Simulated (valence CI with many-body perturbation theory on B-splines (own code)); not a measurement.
**Ce⁵³⁺: calculated level list**

Computed by valence CI with perturbative core correlation (CI+MBPT): three valence electrons over a frozen Dirac-Fock core [He], a basis of 9 s, 9 p, 8 d, 6 f, 3 g, 1 h functions for each j, with the one-electron correlation potential Σ1 (screened to all orders), the two-electron term Σ2, the three-electron term Σ3, Breit, model QED; selected single and double excitations, second order for the rest, scaled by the run's own slope (own B-spline code, finite nucleus).

The last digits are not significant, and no measured levels were compared; by estimate large intervals hold to a few tenths of a per cent, small ones and those within an open d or f shell to about a per cent.

Levels 1 to 43 of 43, with energies above the lowest level, (2s^2 2p1/2) J=1/2. "Leading %" is the weight of the configuration and term that name the level; weights of strongly mixed levels are sums over their largest components and can fall short, so below about 35 % the name and the second component can differ from the true leading terms, or belong to a minority configuration. In the jj column 3d3/2^4 stands for four electrons in 3d with j = 3/2. Lifetimes count E1, E2, E3, M1 and M2 decay at the calculated energies, and are blank where another channel may lead or the interval is too uncertain; long ones can be off by a factor of two.

```csv
No.,Configuration,Term,J,E (× 10³ cm⁻¹),Leading %,Lifetime,g,Leading jj
1,2s²2p,²P°,1/2,0.00,100,,0.636,2s^2 2p1/2 (100 %)
2,2s2p²,⁴P,1/2,1470.7,55,83.6 ps,2.133,2s 2p1/2^2 (99 %)
3,2s²2p,²P°,3/2,3958.8,99,495 ps,1.312,2s^2 2p3/2 (99 %)
4,2s2p²,⁴P,3/2,4984.2,92,125 ps,1.647,2s 2p1/2 2p3/2 (100 %)
5,2s2p²,²D,5/2,5258.0,59,204 ps,1.340,2s 2p1/2 2p3/2 (99 %)
6,2s2p²,²P,1/2,5691.7,70,665 fs,1.235,2s 2p1/2 2p3/2 (98 %)
7,2s2p²,²D,3/2,5697.5,65,801 fs,0.970,2s 2p1/2 2p3/2 (100 %)
8,2p³,²P°,3/2,7257.3,47,1.00 ps,1.345,2p1/2^2 2p3/2 (98 %)
9,2s2p²,⁴P,5/2,9088.6,59,3.66 ps,1.414,2s 2p3/2^2 (99 %)
10,2s2p²,²S,1/2,9737.0,70,818 fs,1.897,2s 2p3/2^2 (99 %)
11,2s2p²,²P,3/2,9744.9,63,467 fs,1.185,2s 2p3/2^2 (99 %)
12,2p³,⁴S°,3/2,10933,55,507 fs,1.439,2p1/2 2p3/2^2 (100 %)
13,2p³,²D°,5/2,11099,100,567 fs,1.177,2p1/2 2p3/2^2 (100 %)
14,2p³,²P°,1/2,11436,100,445 fs,0.637,2p1/2 2p3/2^2 (100 %)
15,2p³,²P°,3/2,15171,53,340 fs,1.287,2p3/2^3 (100 %)
16,2s²3s,²S,1/2,49069,97,10.7 fs,1.990,2s^2 3s (97 %)
17,2s²3p,²P°,1/2,49572,96,267 fs,0.668,2s^2 3p1/2 (96 %)
18,2s2p3s,⁴P°,1/2,50058,86,12.0 fs,2.374,2s 2p1/2 3s (98 %)
19,2s2p3s,⁴P°,3/2,50216,60,10.9 fs,1.550,2s 2p1/2 3s (96 %)
20,2s2p3s,²P°,1/2,50403,94,15.0 fs,0.730,2s 2p1/2 3s (98 %)
21,2s2p3p,⁴D,1/2,50484,72,14.9 fs,0.266,2s 2p1/2 3p1/2 (100 %)
22,2s2p3p,⁴D,3/2,50657,42,4.76 fs,1.112,2s 2p1/2 3p1/2 (98 %)
23,2s²3p,²P°,3/2,50759,94,104 fs,1.336,2s^2 3p3/2 (94 %)
24,2s2p3p,⁴P,1/2,50909,48,11.7 fs,1.971,2s 2p1/2 3p1/2 (99 %)
25,2s²3d,²D,3/2,51122,96,1.74 fs,0.798,2s^2 3d3/2 (96 %)
26,2s²3d,²D,5/2,51443,97,1.72 fs,1.193,2s^2 3d5/2 (97 %)
27,2s2p3p,⁴P,3/2,51727,31,14.0 fs,1.400,2s 2p1/2 3p3/2 (100 %)
28,2p²3s,⁴P,1/2,51744,25,6.61 fs,1.655,2p1/2^2 3s (54 %)
29,2s2p3p,⁴D,5/2,51924,46,79.8 fs,1.332,2s 2p1/2 3p3/2 (97 %)
30,2s2p3p,²D,3/2,51947,45,6.16 fs,1.246,2s 2p1/2 3p3/2 (99 %)
31,2s2p3d,⁴F°,3/2,52012,72,6.69 fs,0.560,2s 2p1/2 3d3/2 (100 %)
32,2p²3s,⁴P,1/2,52109,23,6.26 fs,1.646,2s 2p1/2 3p3/2 (54 %)
33,2s2p3d,⁴D°,1/2,52195,24,1.16 fs,0.546,2p1/2^2 3p1/2 (57 %)
34,2s2p3d,⁴F°,5/2,52198,51,8.18 fs,1.027,2s 2p1/2 3d3/2 (94 %)
35,2s2p3d,⁴D°,3/2,52323,29,1.34 fs,1.209,2s 2p1/2 3d3/2 (95 %)
36,2s2p3d,⁴P°,5/2,52422,36,1.73 fs,1.324,2s 2p1/2 3d5/2 (97 %)
37,2s2p3d,⁴D°,1/2,52438,33,5.49 fs,0.520,2s 2p1/2 3d3/2 (57 %)
38,2s2p3d,⁴F°,7/2,52595,40,1.82 fs,1.237,2s 2p1/2 3d5/2 (99 %)
39,2s2p3d,²F°,5/2,52681,53,1.83 fs,1.059,2s 2p1/2 3d5/2 (97 %)
40,2s2p3d,²D°,3/2,52682,41,1.82 fs,1.080,2s 2p1/2 3d5/2 (94 %)
41,2p²3p,²P°,3/2,53551,32,6.08 fs,1.327,2p1/2^2 3p3/2 (96 %)
42,2p²3d,²D,3/2,53823,40,9.45 fs,0.784,2p1/2^2 3d3/2 (98 %)
43,2s2p3s,⁴P°,5/2,54023,100,15.8 fs,1.579,2s 2p3/2 3s (100 %)
```

The ionisation energy to 2s² ¹S0 of the next ion comes out as 10835 eV (NIST: 10840 ± 5 eV (theoretical)). All 43 levels together are meant to be complete up to 54093 × 10³ cm⁻¹.
